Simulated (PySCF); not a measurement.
# Electron correlation in W⁻ (tungsten, charge -1)

[Xe] 4f14 5d5 6s2, high-spin 6S determinant. Computed with PySCF 2.14 in x2c-TZVPPall with one added diffuse shell each of s, p, d, f type (12s8p8d4f1g, 113 functions), with scalar relativity by spin-free X2C-1e. Frozen: [Xe] 4f14; 7 electrons correlated.

MP2 pair energies summed by pair of shells (mhartree):

```json
{"pair": "5d-5d", "energy": "-51.53", "share (%)": "54.7"}
{"pair": "5d-6s", "energy": "-33.93", "share (%)": "36.0"}
{"pair": "6s-6s", "energy": "-8.67", "share (%)": "9.2"}
```

Total MP2 correlation energy: -94.14 mhartree.

Same-spin part -70.99 and opposite-spin part -23.15 mhartree; SCS-MP2 scales them by 1/3 and 6/5 to -51.44 mhartree.

The Hartree-Fock reference does not bind the outermost electron (its level is positive or very diffuse), so these energies belong to a reference that the basis holds together.
